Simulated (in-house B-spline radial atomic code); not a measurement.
RPA and G0W0 on BLYP: Ge3+

Configuration [Ar] 3d10 4s1, highest spin, mean-field start BLYP. Computed with an all-electron radial atomic-structure program (B-spline basis): all electrons, non-relativistic, point nucleus, each spin shell either full or empty, empty states to l = 9 with an (l + 1/2)⁻⁴ tail; G0W0 by contour deformation at full frequency.

Command:
```bash
python run_gw.py task.json out
```
Settings (radii: box in bohr, nucleus in fm):
```
Z                        32
electrons                29
configuration            [Ar] 3d10 4s1
hamiltonian              nr
method                   b88,lyp
lmax                     9
spin_polarised           True
box_radius               14.14
intervals                51
ion_configuration        [Ar] 3d10
```

Time taken, with all properties: 5.7 s on 1 thread of Arm Neoverse N1, on a shared host.

Energies (hartree):

```
                                     term        value
                         mean-field total  -2074.93310
Hartree-Fock functional on these orbitals  -2073.33131
                      direct second order      -2.5933
                    second-order exchange      0.75456
                         SOSEX correction      0.68295
```

Question: What is the RPA correlation energy, and what remains with SOSEX?

Answer: RPA gives -2.1946 hartree (-2.06 eV per electron); RPA + SOSEX gives -1.5117, and the second-order doubles -1.8387 hartree (no singles). SOSEX takes back 31 % of the RPA value.

Quasi-particle levels (eV):

```tsv
level	occupied	mean field	Σx - vxc	Σc	QP weight	G0W0
4s up	yes	-40.65	-3.75	?	?	?
3d down	yes	-63.51	-15.54	3.64	0.891	-75.41
3d up	yes	-63.75	-15.50	3.63	0.882	-75.62
4s down	no	-39.43	8.14	-2.64	0.932	-33.94
```

G0W0 = mean field + (Σx - vxc) + Σc, with Σc (partial-wave tail included) taken at the quasi-particle energy. Only the outer levels were computed. Levels of low weight are left out.

Question: Where does G0W0 put 4s up?

Answer: At -46.05 eV, with Σc = -1.65 eV and a quasi-particle weight of 0.962. The tabulated removal energy is 45.715 ± 0.0012 eV (NIST, measured); the calculation leaves out relativity, Breit and QED terms, and what these don't explain is the method's own error.

Question: What does it cost to remove one electron (to [Ar] 3d10) by differences of total energies, each species on its own start (correlation terms add to the Hartree-Fock functional)?

Answer: BLYP 46.27 eV, Hartree-Fock functional 43.88 eV, + RPA 45.72 eV, + RPA + SOSEX 44.94 eV, + second order 45.56 eV. Tabulated: 45.715 ± 0.0012 eV (NIST, measured); the calculation leaves out relativity, Breit and QED terms, and what these don't explain is the method's own error.
